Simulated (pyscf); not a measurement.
9 group-13 steps of one kind (hydrogen shift, radical): barrier in eV, from the separated reactants or the lowest minimum found. PySCF, gas phase, ωB97X-D3(BJ)/def2-SVP geometries. Functionals in def2-TZVP; the last column is ωB97M-D3(BJ)/def2-TZVP. Rows were drawn at random from the steps of this kind and element class whose saddle was verified and whose references are stable.

```
step                           PBE  B3LYP-D3(BJ)  M06-2X  ωB97M-D3(BJ)
----------------------------  ----  ------------  ------  ------------
•O–InH₂ → [HO–InH]•           0.42          0.76    0.93          0.90
•HP–GaH₂ -> [H₂P–GaH]•        0.84          1.09    1.08          1.17
•H₂C–AlH–CH₃ → [H₃C–Al–CH₃]•  1.18          1.48    1.51          1.60
•O–AlH–OH → [HO–Al–OH]•       0.37          0.78    0.90          0.88
[HGa–AsH₂]• -> H₂Ga–AsH•      0.90          1.09    1.11          1.17
•O–GaH–OH → [HO–Ga–OH]•       0.52          0.91    1.07          1.02
•H₂C–GaH–F -> [H₃C–Ga–F]•     1.51          1.76    1.84          1.88
•H₂C–InH₂ → [H₃C–InH]•        1.21          1.44    1.53          1.59
•H₂C–AlH–Cl → [H₃C–Al–Cl]•    1.29          1.58    1.61          1.71
```

Differences from the last column (eV): PBE: mean -0.41, median -0.42, mean size 0.41, lower in 9 of 9; B3LYP-D3(BJ): mean -0.11, median -0.12, mean size 0.11, lower in 9 of 9; M06-2X: mean -0.04, median -0.06, mean size 0.06, lower in 6 of 9. PBE is closest for row 5 (0.27 eV apart) and farthest for row 4 (0.50 eV). PBE, r²SCAN and M06-2X carry no added dispersion term. The last column is a level with limits of its own. Each barrier is that of the saddle found. Elements up to Kr have no core potential and no relativistic terms here. Elements past Kr carry the def2 core potentials, without spin-orbit coupling.
